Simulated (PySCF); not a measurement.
**Li (lithium, neutral): BHandHLYP calculation**

Configuration: [He] 2s1, 2S determinant. All numbers are calculated (PySCF 2.14, scalar relativity by spin-free X2C-1e, in aug-cc-pVTZ-DK (5s4p3d2f, 46 functions)).

| Quantity | Value |
| --- | --- |
| Total energy | -7.4842 hartree |
| One-electron energy | -9.7253 hartree |
| Hartree (Coulomb) energy | 4.0733 hartree |
| Exchange-correlation energy | -1.8322 hartree |
| ⟨S²⟩ | 0.7500 |
| ⟨L²⟩ | 0.000 |
| Sum of ⟨r⟩ | 4.938 bohr |
| Sum of ⟨r²⟩ | 17.91 bohr² |
| Langevin diamagnetic susceptibility | -14.2 ×10⁻⁶ cm³/mol |

| shell | electrons | mean orbital energy (eV) | rms radius, mean of both spins (bohr) |
| --- | --- | --- | --- |
| 1s α | 1 | -60.197 | 0.673 |
| 1s β | 1 | -59.842 | 0.673 |
| 2s α | 1 | -4.245 | 4.12 |
